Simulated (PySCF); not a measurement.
# How methods differ on the ionisation energy of Se

Se [Ar] 3d10 4s2 4p4 (3P) → Se⁺ [Ar] 3d10 4s2 4p3 (4S), as a difference of total energies. Calculation: PySCF 2.14, in aug-cc-pVTZ-DK (7s6p4d2f, 59 functions); the spin-free X2C one-electron Hamiltonian (Gaussian nucleus). Correlated levels: valence: [Ar] 3d10 frozen. The calculations carry no spin-orbit coupling.

| method | ionisation energy (eV) | plus first-order spin-orbit estimate | error of that sum (eV) |
| --- | --- | --- | --- |
| UHF | 8.541 | 8.649 | -1.103 |
| LDA | 9.883 | 9.991 | +0.239 |
| PBE | 9.634 | 9.742 | -0.010 |
| PBE0 | 9.621 | 9.729 | -0.023 |
| r2SCAN | 9.666 | 9.774 | +0.022 |
| wB97X | 9.799 | 9.907 | +0.155 |
| HSE06 | 9.670 | 9.778 | +0.026 |
| B2PLYP | 9.576 | 9.684 | -0.068 |
| M06-2X | 9.521 | 9.629 | -0.123 |
| MP2 (valence) | 9.242 | 9.350 | -0.402 |
| SCS-MP2 (valence) | 9.308 | 9.416 | -0.336 |

Reference: 9.752 eV (measured; NIST Atomic Spectra Database, ionization energies).

A first-order spin-orbit estimate (lowest level to lowest level, LS coupling) adds 0.108 eV.

Errors of the correlated levels include the incompleteness of this basis and the frozen core.
